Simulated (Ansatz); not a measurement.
Harmonic frequencies (cm⁻¹) at PBE0-D4/def2-TZVP from Ansatz: 314, 354, 370, 382, 569, 842, 932, 1161, 1451, 1616, 1619, 3568, 3569, 3720, 3720.

Each molecule was computed in one conformer, which needn't be the lowest.

Q: Which molecule is it?
A. `N[B]N`•
B. `[SiH2][S][GeH3]`•
C. `N[Si](O)Cl`•
D. `[SiH2][GeH3]`•

A: A.
